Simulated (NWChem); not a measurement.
Molecule: SiNH$_{3}$OBrF; SMILES N[Si](O)(F)Br

```xyz
8

N     -0.4760     1.6202    -1.4214
Si     0.0317     0.8158     0.0104
O      1.6034     1.1854     0.3851
F     -1.0095     1.3095     1.1639
Br    -0.0330    -1.4083    -0.0050
H     -0.0102     1.3896    -2.3030
H     -1.4833     1.7307    -1.5693
H      1.7946     2.1374     0.2948
```
Atoms are numbered in this order, from 1.

Program: NWChem. Structure relaxed at the PBE-D3(BJ)/def2-SVP level. Vertical excitations in the gas phase.

Predict the results for PBE/def2-SVP, TDA. Quantities: lowest excitation, singlet (eV); oscillator strength of that lowest state; orbital gap (eV).


| Item | Value |
|---|---|
| lowest excitation, singlet (eV) | 6.29 |
| oscillator strength of that lowest state | 0.031 |
| orbital gap (eV) | 6.08 |
